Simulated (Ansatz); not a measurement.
Calculation: Ansatz (an electronic-structure program) with frozen-core CCSD(T)/cc-pVTZ // B3LYP-D3(BJ)/def2-SVP. The restricted HF reference is unstable towards unrestricted orbitals.

Ansatz 0.2 input:
```yaml
crystal:
  periodic: [false, false, false]
  atoms:
    - { symbol: B, position_ang: [2.279947, -0.341448, -0.121453] }
    - { symbol: C, position_ang: [0.745959, -0.315653, -0.051807] }
    - { symbol: C, position_ang: [0.012912, -1.525126, -0.091118] }
    - { symbol: N, position_ang: [-1.311967, -1.638863, -0.03911] }
    - { symbol: C, position_ang: [-2.006228, -0.498741, 0.059385] }
    - { symbol: C, position_ang: [-1.427678, 0.768119, 0.109005] }
    - { symbol: C, position_ang: [-0.030062, 0.868975, 0.052962] }
    - { symbol: O, position_ang: [0.596919, 2.055379, 0.095562] }
    - { symbol: H, position_ang: [2.937617, 0.665248, -0.090989] }
    - { symbol: H, position_ang: [2.833366, -1.41087, -0.209434] }
    - { symbol: H, position_ang: [0.575159, -2.463075, -0.171764] }
    - { symbol: H, position_ang: [-3.098007, -0.592678, 0.102183] }
    - { symbol: H, position_ang: [-2.054317, 1.661119, 0.189874] }
    - { symbol: H, position_ang: [-0.053622, 2.767615, 0.166703] }
basis:
  gaussian: { orbitals: cc-pVTZ }
correlation:
  method: ccsd_t
```

Output:

```
Functional definition: HF
1903 factors; integrals over basis functions are off by at most 1.1e-3 eV
mean field evaluation 1: about -9435.3934 eV, gradient 4.2e1 eV
mean field evaluation 2: about -9435.8766 eV, gradient 4.2e1 eV
mean field evaluation 4: about -9440.4675 eV, gradient 5.8e0 eV
mean field evaluation 8: about -9440.5628 eV, gradient 3.1e-1 eV
mean field evaluation 16: about -9435.3930 eV, gradient 4.2e1 eV
mean field -9440.56358061 eV, -346.9343125437 hartree, gradient 5.5e-6 eV, S^2 0.000000; 0 other end points of the search recorded, 0 dependent functions left out; unrestricted orbitals would lower it
8 core orbitals not correlated
reference -9440.56358061 eV, -346.9343125437 hartree; 20, 20 occupied and 296, 296 virtual orbitals, 1903 factors
second order -35.62203852 eV of doubles, -0.00000000 eV of singles
cycle   1  -35.13587874 eV  change    4.9e-1 eV  update   1.5e-1
cycle   2  -36.11673730 eV  change   -9.8e-1 eV  update   4.7e-2
cycle   3  -36.33687371 eV  change   -2.2e-1 eV  update   2.3e-2
cycle   4  -36.31697034 eV  change    2.0e-2 eV  update   7.0e-3
cycle   5  -36.31263505 eV  change    4.3e-3 eV  update   3.9e-3
cycle   6  -36.31529289 eV  change   -2.7e-3 eV  update   1.3e-3
cycle   7  -36.31478425 eV  change    5.1e-4 eV  update   4.9e-4
cycle   8  -36.31449356 eV  change    2.9e-4 eV  update   2.3e-4
cycle   9  -36.31462539 eV  change   -1.3e-4 eV  update   8.6e-5
cycle  10  -36.31465914 eV  change   -3.4e-5 eV  update   3.7e-5
perturbative correction -1.87042295 eV, -0.0687367757 hartree
Total energy: -9478.74866271 eV, -348.3375884280 hartree
```

Cost: very roughly 30 core-minutes.
